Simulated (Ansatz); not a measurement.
System: C₄H₁₂Ti (charge 0, singlet). SMILES: [CH3][Ti]([CH3])([CH3])[CH3]
Structure (B3LYP-D3(BJ)/def2-TZVP (Ansatz, a program for electronic structure) minimum search):
```xyz
17

Ti    -0.0003     0.0000    -0.0001
C      1.7321    -0.3580    -1.0868
H      2.0590    -1.3929    -0.9434
H      2.5299     0.3141    -0.7546
H      1.5490    -0.1896    -2.1530
C      0.4997     0.5047     1.9506
H     -0.3304     0.2697     2.6247
H      0.7176     1.5755     2.0181
H      1.3838    -0.0568     2.2695
C     -1.0531     1.5630    -0.8712
H     -1.6796     2.0581    -0.1221
H     -1.6942     1.1839    -1.6736
H     -0.3576     2.2968    -1.2912
C     -1.1781    -1.7097     0.0076
H     -1.0784    -2.2394    -0.9454
H     -2.2293    -1.4418     0.1549
H     -0.8665    -2.3773     0.8174
```

Computed values are from Ansatz. Correlated levels leave the core frozen unless marked. Open shells are spin-unrestricted. No spin-orbit coupling. The frozen core is the preceding noble-gas configuration, with the filled d and f shells of earlier blocks. No relativistic terms. Basis-set limits of correlation are two-point, X^-3; Hartree-Fock from the larger set. The bracket is a focal-point correction in the basis named.

Question: What is the vertical triplet-singlet gap at RI-MP2/CBS(def2-TZVPPD,def2-QZVPPD)+[CCSD(T)-MP2]/def2-TZVPPD?

Answer: 3.66 eV.

Question: What is the T1 diagnostic at CCSD/def2-QZVPPD?

Answer: 0.018.

Question: What is the total energy at CCSD(T)/CBS(def2-TZVPPD,def2-QZVPPD)?

Answer: -1007.9586 Eh.

Question: What is the atomisation energy De at CCSD(T)/CBS(def2-TZVPPD,def2-QZVPPD)?

Answer: 6118.6 kJ/mol.

Question: What is the dipole moment at CCSD(T)/def2-SVPD?

Answer: 0.00 D.
